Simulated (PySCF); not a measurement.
Molecule: `InChI=1S/C7H10O/c8-4-7-5-1-2-6(7)3-5/h4-7H,1-3H2/t5-,6+,7+`.

Cartesian coordinates in Å; atom numbers follow the order of the lines, from 1:
```xyz
18

O     3.035   -1.443    0.101
C     2.198   -0.636    0.406
C     0.849   -0.557   -0.211
C    -0.352   -0.578    0.772
C    -1.524   -0.589   -0.211
C    -1.033    0.512   -1.181
C     0.290    0.859   -0.497
C    -0.138    0.927    0.975
H     2.407    0.113    1.193
H     0.798   -1.273   -1.034
H    -0.383   -1.278    1.602
H    -1.644   -1.555   -0.700
H    -2.463   -0.330    0.278
H    -0.889    0.141   -2.195
H    -1.706    1.367   -1.220
H     0.909    1.625   -0.957
H    -1.021    1.521    1.202
H     0.659    1.180    1.666
```

Frames of a GFN2-xTB Langevin trajectory at 300 K; GIAO PBE0/pcSseg-1 shieldings in PySCF 2.14, gas phase, non-relativistic; equivalent atoms averaged within each frame.

Shifts are taken against calculated references (same method and geometry level): ¹⁷O (σref 336.08) against H2O; ¹³C (σref 186.93), ¹H (σref 31.72) against TMS. The references are static minima.

Task: How do the shifts (ppm) fluctuate along the trajectory?

Result: 
| time (fs) | O1 | C2 | C3 | C4/C7 | C8 | C5/C6 | H9 | H18 | H11/H16 | H10 |
| --- | --- | --- | --- | --- | --- | --- | --- | --- | --- | --- |
| 250 | 734.6 | 213.4 | 70.1 | 48.7 | 44.5 | 34.8 | 10.77 | 3.92 | 2.81 | 2.69 |
| 425 | 707.0 | 208.1 | 61.3 | 50.5 | 44.4 | 31.0 | 10.80 | 3.84 | 3.09 | 1.49 |
| 625 | 740.4 | 220.7 | 65.1 | 50.5 | 44.8 | 30.5 | 11.51 | 3.89 | 2.78 | 1.68 |
| 800 | 649.0 | 195.2 | 68.6 | 46.6 | 40.6 | 29.4 | 10.05 | 3.59 | 2.95 | 2.60 |
| 1000 | 700.0 | 202.6 | 59.6 | 50.6 | 38.2 | 32.2 | 10.80 | 2.47 | 3.01 | 2.04 |
| mean of frames | 706.2 | 208.0 | 64.9 | 49.3 | 42.5 | 31.6 | 10.79 | 3.54 | 2.93 | 2.10 |
| standard deviation | 36.3 | 9.8 | 4.5 | 1.7 | 3.0 | 2.0 | 0.52 | 0.62 | 0.13 | 0.54 |

5 frames give an uncertainty of the mean of about the standard deviation over 2.2 at best, since frames this close in time may not be independent; classical motion lacks zero-point vibration, and the reference would need the same averaging.
